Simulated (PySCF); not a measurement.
## Radial density of Ge⁺ (germanium, charge +1)

UHF, [Ar] 3d10 4s1 4p2, 4s spin antiparallel (an excited configuration). All numbers are calculated (PySCF 2.14, a scalar-relativistic core potential, in aug-cc-pwCVDZ-PP with ECP10MDF (6s5p4d1f, 48 functions)). This is the valence pseudo-density: the core potential removes the inner electrons and smooths the orbitals near the nucleus.

```
r (bohr)  4πr²ρ (e/bohr)  4πr²(ρα − ρβ)
 0.00111       1.163e-05         0.0000
 0.00186       3.278e-05         0.0000
 0.00313       9.172e-05         0.0000
 0.00527       0.0002516         0.0000
 0.00886       0.0006550         0.0000
  0.0149        0.001516        -0.0001
  0.0251        0.003046        -0.0002
  0.0422        0.008465        -0.0003
  0.0709         0.06536        -0.0003
   0.119          0.6407        -0.0004
   0.201           4.169         0.0018
   0.338           17.45         0.0071
   0.568           28.27         0.0192
   0.955           10.75        -0.0587
    1.61           2.286         0.0669
    2.70           1.057         0.4885
    4.55          0.1455         0.1205
    7.65        0.001116         0.0011
```

Energies and moments cover only the electrons outside the core potential. With the s spin flipped the determinant is a mixture of two multiplicities, not a spectroscopic state.
